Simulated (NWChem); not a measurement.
Si$_{2}$H$_{3}$Br, singlet; SMILES Br[Si][SiH3]

All runs: NWChem. Pople sets run with spherical d functions. Medium grid unless said otherwise, to which SCAN and Minnesota functionals are sensitive. Low-valent species are run as closed-shell singlets; no triplet was tried in these runs. All runs use the structure optimised with PBE0/def2-SVP.

Order these by “orbital gap (eV)”, lowest first: PBE/6-31G*; MN15/6-31G*; B97-2/6-31G*; BHandHLYP/6-31G*; CAM-B3LYP/6-31G*.

PBE/6-31G* (1.39), B97-2/6-31G* (2.92), MN15/6-31G* (4.08), BHandHLYP/6-31G* (4.94), CAM-B3LYP/6-31G* (5.44)
